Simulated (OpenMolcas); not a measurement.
An atom or ion with 32 electrons was computed by XMS-RASPT2, IPEA 0.25 Eh, imaginary shift 0.1 Eh with spin-orbit coupling (OpenMolcas, ANO-RCC-VTZP, DKH2). The lowest levels that the run gave, each within 12 % of the measured value where one is at hand:

```tsv
J	Parity	E (cm⁻¹)	g
0	even	0.0	
1	even	1540	1.501
2	even	3580	1.486
2	even	13240	1.015
0	even	29000	
2	odd	64520	2.001
1	odd	90590	0.509
2	odd	90650	1.173
3	odd	91030	1.334
2	odd	105130	1.479
0	odd	105160	
1	odd	105240	1.492
```

Problem. Which ion is it, and what are the configurations and terms?

Solution. Se²⁺ (Z = 34, charge +2; active space 4 electrons in 9 orbitals (RAS2 4s 4p; RAS3 4d, at most 2 electrons)). J, parity and g give the terms where levels are pure, and mixed ones are named by the computed weights; the size of the splittings, set against known spectra of the 32-electron sequence, gives the charge. In order, with the measured energies in cm⁻¹ (Moore, Atomic Energy Levels, vol. II, NSRDS-NBS 35 (1971 reprint of NBS Circular 467, 1952)): 4s² 4p² ³P₀, 4s² 4p² ³P₁ (1741), 4s² 4p² ³P₂ (3937), 4s² 4p² ¹D₂ (13032), 4s² 4p² ¹S₀, 4s 4p³ ⁵S°₂, 4s 4p³ ³D°₁, 4s 4p³ ³D°₂ (92723), 4s 4p³ ³D°₃, 4s 4p³ ³P°₂ (106515), 4s 4p³ ³P°₀ (106482), 4s 4p³ ³P°₁ (106591).

Term energies are means over components that CASPT2 splits; among the terms shown or strongly mixed into the levels shown the widest spread is 29 cm-1 (4s 4p³ ³D°). The run also gave levels led by 4s 4p² 4d, 4s² 4p 4d, which use shells meant for correlation; these and all levels above them are left out. Some terms mix strongly with configurations of 4d, whose occupation reaches 0.19 (4s 4p³ ³D°, 4s 4p³ ³P°). Computed and measured levels are paired by configuration, term and J; levels that our copy of the source lacks, or whose pairing is in doubt (as where it misses far off the trend of its configuration), stay unpaired and out of the deviations. Levels of configurations outside the active space are missing.

° marks odd parity.
